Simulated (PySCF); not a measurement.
## Bromine: highly charged ions in a basis for the neutral atom

Br²²⁺ [Ne] 3s2 3p1, Br²³⁺ [Ne] 3s2. Calculation: PySCF 2.14, in cc-pVDZ-PP with ECP10MDF (4s3p2d, 23 functions); scalar relativity through the core potential. No spin-orbit coupling, so a gap to NIST mixes the basis error with missing relativistic terms.

Changed run: basis of the neutral atom used for a highly charged ion. This setting is unsound on purpose.

```tsv
species	method	sound run (hartree)	changed run (hartree)	converged
Br²²⁺	UHF	not run	-112.39376	yes
Br²²⁺	TPSS	not run	-112.58293	yes
Br²²⁺	MN15	not run	-112.32992	yes
Br²³⁺	UHF	not run	-77.92451	yes
Br²³⁺	TPSS	not run	-78.05647	yes
Br²³⁺	MN15	not run	-78.02207	yes
```

Ionisation energy of Br²²⁺:

| method | changed run (eV) | NIST (eV) |
| --- | --- | --- |
| UHF | 937.96 | 963 ± 5 |
| TPSS | 939.51 | 963 ± 5 |
| MN15 | 933.56 | 963 ± 5 |

The contracted functions were made for the neutral atom and can be too rigid for a highly charged ion.
